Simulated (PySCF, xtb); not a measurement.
C₃H₄ClNSi, SMILES C1=C[Si@@H](Cl)C=N1.

xtb 6.7.1 with GFN2-xTB at its own geometry gives an orbital gap of 1.83 eV and a dipole moment of 1.74 D.

The structure is a stationary point at PBE0-D3(BJ)/def2-SVP. The structure was generated by enumeration; whether it is a known compound was not checked.

Task: What does CAM-B3LYP/def2-TZVP (PySCF) give? (An estimate is asked for; the answer gives what the named calculation found.)

Result: gap 7.51 eV (levels -8.81 and -1.30 eV), dipole 1.29 D.
